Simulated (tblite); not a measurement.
Species: C₇H₁₄Si.
Structure used (GFN2-xTB), in Å, numbered top down from 1:
```
atom  x, y, z in Å
C1    -2.0200   -1.4019   -0.7403
C2    -1.3798   -0.2912    0.0876
C3    -2.3459    0.8823    0.2227
Si4    0.2740    0.2702   -0.6834
C5     1.2752    1.4796    0.4015
C6     2.5976    0.7958    0.5736
C7     2.7708   -0.4109    0.0650
C8     1.6394   -1.0632   -0.6701
H9    -2.2345   -1.0486   -1.7462
H10   -2.9555   -1.7307   -0.2889
H11   -1.3569   -2.2601   -0.8171
H12   -1.1939   -0.6885    1.0920
H13   -1.9189    1.6687    0.8402
H14   -2.5708    1.3029   -0.7549
H15   -3.2820    0.5608    0.6778
H16    0.0481    0.8099   -2.0359
H17    0.8278    1.6678    1.3792
H18    1.4212    2.4567   -0.0594
H19    3.3764    1.3122    1.1169
H20    3.7016   -0.9525    0.1597
H21    1.3495   -1.9837   -0.1598
H22    1.9659   -1.3564   -1.6679
```

Computed with GFN2-xTB (tblite): harmonic, unscaled wavenumbers at the GFN2-xTB geometry, gas phase. Errors from tens to a few hundred cm⁻¹ against measured bands are possible. Modes of hydrogen on silicon can be 10 to 20 % off. One conformer, not necessarily the lowest.

Harmonic wavenumbers (cm⁻¹): 45.0, 49.7, 102.5, 168.9, 221.0, 235.2, 272.5, 274.2, 347.3, 394.8, 438.0, 596.2, 626.1, 649.6, 660.1, 691.8, 749.1, 764.7, 813.8, 831.4, 902.0, 945.6, 949.8, 984.2, 994.4, 1024.2, 1038.5, 1090.2, 1112.3, 1134.3, 1136.5, 1179.9, 1233.6, 1249.0, 1277.9, 1303.7, 1319.5, 1412.7, 1425.1, 1463.2, 1465.4, 1501.2, 1508.7, 1512.1, 1515.8, 1721.9, 2184.7, 2914.9, 2955.9, 2956.9, 2986.3, 2986.8, 3004.1, 3008.2, 3026.2, 3032.1, 3036.5, 3037.0, 3053.7, 3070.5.

A = 3225, B = 1100, C = 897.7 MHz; mass 126.086 u (most abundant isotopes); point group Cs, symmetry number 1.

Task: What is the zero-point energy?

Result: Half the sum of the wavenumbers: 41294 cm⁻¹ = 493.98 kJ/mol.

Task: What is S at 273.15 K and 1 bar for an ideal gas of classical rigid rotors and harmonic oscillators?

Result: Translation 167.36, rotation 120.25, vibration 112.95: S = 400.6 J/(mol K).

Task: And Cp and H(273.15 K) − H(0)?

Result: Cp = 155.77 J/(mol K), of which vibrations give 122.52 (their classical limit is 60 R = 498.9); H(273.15 K) − H(0) = 25.40 kJ/mol without the zero-point energy, 16.32 from vibrations.

Task: Which modes carry the vibrational entropy at 273.15 K?

Result: 45.0 cm⁻¹: 20.30; 49.7 cm⁻¹: 19.48; 102.5 cm⁻¹: 13.54; 168.9 cm⁻¹: 9.56; 221.0 cm⁻¹: 7.51; 235.2 cm⁻¹: 7.05 J/(mol K); the other 54 give 35.52 together.

Task: What must be added to the electronic energy to get the Gibbs energy at 273.15 K and 1 bar?

Result: ZPE + [H(273.15 K) − H(0)] − T·S = 493.98 + 25.40 − 109.41 = 409.97 kJ/mol.

Hindered rotation and anharmonicity are outside this model. Other conformers, if any are populated, would add a mixing term that is left out.

Run on Arm Neoverse N1, one thread (shared host). This covers the Hessian and the dipole derivatives.
